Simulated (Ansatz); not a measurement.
Total energies of `N#[C][Ge]([Cl])([Cl])[Cl]`.

```xyz
6

N    -1.577   -1.091    1.706
C    -0.870   -0.602    0.941
Ge    0.303    0.209   -0.327
Cl    0.847    2.119    0.388
Cl   -0.714    0.376   -2.169
Cl    2.011   -1.011   -0.538
```

Total charge 0; spin multiplicity 1. Correlated methods include outer-core shells of Ge, which these sets cover unevenly. Scalar relativity is left out up to krypton. All single points use the PBE0-D4/def2-TZVP geometry. Basis def2-TZVPP, Ansatz.

RPA on PBE orbitals: Hartree–Fock energy of these orbitals -3546.30599 Eh, correlation -1.76814 Eh (frozen core).

```
functional  energy without D4 (Eh)  D4 term (kJ/mol)
    r2SCAN             -3550.50539              -6.0
  PBE-QIDH             -3549.24343                 –
```

Give the same for LDA (SPW92), PBE, revPBE, BLYP, B97M-V, PBE0, B3LYP, r2SCANh, r2SCAN0, HSE06 (plane-wave form), BHLYP, CAM-B3LYP, LC-ωPBE, ωB97X-V, ωB97M-V, B2PLYP. (An estimate is asked.)

Computed: 
```csv
functional,energy without D4 (Eh),D4 term (kJ/mol)
LDA (SPW92),-3542.25896,–
PBE,-3549.66840,-25.4
revPBE,-3550.21185,-60.4
BLYP,-3550.68083,-53.5
B97M-V,-3549.90407,–
PBE0,-3549.82972,-22.0
B3LYP,-3550.73567,-41.6
r2SCANh,-3550.48646,-6.6
r2SCAN0,-3550.45986,-7.4
HSE06 (plane-wave form),-3549.80327,-21.0
BHLYP,-3550.57952,-36.8
CAM-B3LYP,-3550.77022,-23.1
LC-ωPBE,-3549.92627,–
ωB97X-V,-3550.23144,–
ωB97M-V,-3550.45918,–
B2PLYP,-3549.83503,–
```

B3LYP takes the VWN-RPA correlation (the form of Gaussian; ORCA's B3LYP/G). HSE06 is the plane-wave form, built on full-range PBE exchange. The double hybrids freeze the cores in their second-order part.

LC-ωPBE has ω = 0.4 bohr⁻¹.
